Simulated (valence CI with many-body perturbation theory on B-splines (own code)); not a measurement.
## Level structure of Rb23+

Method: relativistic CI+MBPT: four valence electrons over a frozen Dirac-Fock core [Ne], a basis of 11 s, 11 p, 10 d, 8 f, 5 g, 2 h functions for each j, with the one-electron correlation potential Σ1, the two-electron term Σ2, the three-electron term Σ3, Breit, model QED; selected CI, second order for the rest, scaled by the run's own slope (own B-spline code, finite nucleus).

No measured levels were compared; by estimate levels of excited configurations hold to 0.05 to 0.15 % of their energy, terms of the ground configuration to about 0.5 %. Among the levels kept, up to 740 cm⁻¹ of a level comes from second order outside the variational space, and about a tenth of that is noise between levels of different J, which matters for small intervals.

Levels 136 to 173 of 173, with energies above the lowest level, 3s²3p² ³P_0. "Leading %" is the weight of the configuration and term that name the level; weights of strongly mixed levels are sums over their largest components and can fall short, so below about 35 % the name and the second component can differ from the true leading terms, or belong to a minority configuration. Lifetimes count E1, E2, E3, M1 and M2 decay at the calculated energies, and are blank where another channel may lead or the interval is too uncertain; long ones can be off by a factor of two.

| No. | Configuration | Term | J | E (eV) | Leading % | Second component | g | Lifetime |
| --- | --- | --- | --- | --- | --- | --- | --- | --- |
| 136 | 3s3p3d² | ⁵D° | 4 | 266.98 | 50 | 38 % 3s3p3d² ⁵F° | 1.408 | 10.1 ps |
| 137 | 3s3p3d² | ⁵P° | 1 | 268.19 | 61 | 9 % 3s3p3d² ⁵D° | 2.129 | 10.2 ps |
| 138 | 3s3p3d² | ¹F° | 3 | 268.42 | 20 | 19 % 3s3p3d² ⁵F° | 1.155 | 7.80 ps |
| 139 | 3s3p3d² | ⁵D° | 3 | 269.41 | 47 | 13 % 3s3p3d² ⁵P° | 1.401 | 10.7 ps |
| 140 | 3p³3d | ³P° | 2 | 270.64 | 37 | 18 % 3s3p3d² ⁵P° | 1.492 | 16.4 ps |
| 141 | 3p³3d | ³P° | 0 | 270.88 | 66 | 20 % 3s3p3d² ³P° |  | 6.67 ps |
| 142 | 3p³3d | ³F° | 4 | 271.19 | 51 | 13 % 3p³3d ¹G° | 1.208 | 16.6 ps |
| 143 | 3s3p3d² | ⁵P° | 2 | 271.51 | 44 | 10 % 3p³3d ³P° | 1.566 | 11.2 ps |
| 144 | 3s3p3d² | ³F° | 2 | 271.75 | 36 | 22 % 3p³3d ³F° | 0.851 | 11.2 ps |
| 145 | 3p³3d | ³P° | 1 | 271.96 | 38 | 15 % 3p³3d ¹P° | 1.543 | 8.60 ps |
| 146 | 3s3p3d² | ⁵F° | 5 | 272.66 | 82 | 11 % 3s3p3d² ⁵G° | 1.368 | 9.06 ps |
| 147 | 3p³3d | ³D° | 2 | 273.03 | 25 | 22 % 3p³3d ¹D° | 1.112 | 7.78 ps |
| 148 | 3s3p3d² | ⁵F° | 4 | 273.68 | 44 | 36 % 3s3p3d² ⁵D° | 1.350 | 10.5 ps |
| 149 | 3s3p3d² | ³F° | 3 | 274.41 | 44 | 10 % 3p³3d ³F° | 1.136 | 10.1 ps |
| 150 | 3s3p3d² | ³H° | 4 | 274.46 | 76 | 5 % 3p³3d ³G° | 0.889 | 18.8 ps |
| 151 | 3s3p3d² | ⁵D° | 3 | 275.68 | 15 | 11 % 3s3p3d² ⁵P° | 1.252 | 10.9 ps |
| 152 | 3s3p3d² | ³D° | 1 | 276.13 | 53 | 10 % 3p³3d ³D° | 0.580 | 8.48 ps |
| 153 | 3s3p3d² | ⁵D° | 3 | 276.38 | 32 | 18 % 3s3p3d² ⁵P° | 1.341 | 9.58 ps |
| 154 | 3s3p3d² | ³H° | 5 | 277.24 | 66 | 15 % 3s3p3d² ³G° | 1.086 | 16.6 ps |
| 155 | 3s3p3d² | ⁵D° | 2 | 277.25 | 83 | 11 % 3s3p3d² ⁵F° | 1.424 | 6.25 ps |
| 156 | 3s3p3d² | ⁵D° | 1 | 277.57 | 81 | 6 % 3s3p3d² ³D° | 1.362 | 6.68 ps |
| 157 | 3s3p3d² | ⁵D° | 0 | 277.62 | 97 |  |  | 6.23 ps |
| 158 | 3s3p3d² | ⁵D° | 4 | 278.06 | 84 |  | 1.455 | 8.40 ps |
| 159 | 3s3p3d² | ⁵D° | 3 | 278.07 | 45 | 33 % 3s3p3d² ⁵P° | 1.477 | 7.96 ps |
| 160 | 3p³3d | ³D° | 1 | 278.44 | 49 | 13 % 3p³3d ¹P° | 0.639 | 5.41 ps |
| 161 | 3s3p3d² | ³G° | 3 | 279.55 | 32 | 17 % 3p³3d ¹F° | 1.080 | 9.86 ps |
| 162 | 3s3p3d² | ³F° | 4 | 279.67 | 35 | 17 % 3s3p3d² ⁵D° | 1.264 | 9.24 ps |
| 163 | 3s3p3d² | ³D° | 2 | 279.71 | 38 | 24 % 3p³3d ³D° | 1.190 | 7.90 ps |
| 164 | 3s3p3d² | ³G° | 3 | 280.95 | 47 | 21 % 3p³3d ³G° | 0.874 | 8.41 ps |
| 165 | 3s3p3d² | ³G° | 3 | 281.24 | 52 | 9 % 3s3p3d² ¹F° | 0.900 | 9.99 ps |
| 166 | 3s3p3d² | ³G° | 4 | 282.24 | 46 | 29 % 3s3p3d² ³F° | 1.113 | 10.8 ps |
| 167 | 3p³3d | ³D° | 2 | 282.71 | 22 | 19 % 3p³3d ¹D° | 1.048 | 6.63 ps |
| 168 | 3s3p3d² | ⁵S° | 2 | 283.70 | 82 | 14 % 3s3p3d² ⁵P° | 1.956 | 4.74 ps |
| 169 | 3s3p3d² | ³D° | 3 | 283.87 | 26 | 13 % 3p³3d ³D° | 1.237 | 9.13 ps |
| 170 | 3s3p3d² | ³G° | 4 | 284.06 | 64 | 13 % 3p³3d ³G° | 1.056 | 10.3 ps |
| 171 | 3s3p3d² | ³S° | 1 | 284.37 | 62 | 17 % 3p³3d ³S° | 2.010 | 5.77 ps |
| 172 | 3s3p3d² | ³H° | 6 | 286.25 | 99 |  | 1.165 | 20.8 ps |
| 173 | 3s3p3d² | ³G° | 5 | 286.69 | 59 | 28 % 3s3p3d² ³H° | 1.158 | 11.1 ps |

Names give the largest LS component (configuration and term), which can be under half, so a name can repeat, a term be missing and a line seem to break the LS rules; names also repeat where a configuration has a term twice.

Where two levels of one J and parity lie close, their mixing, g and order are uncertain.
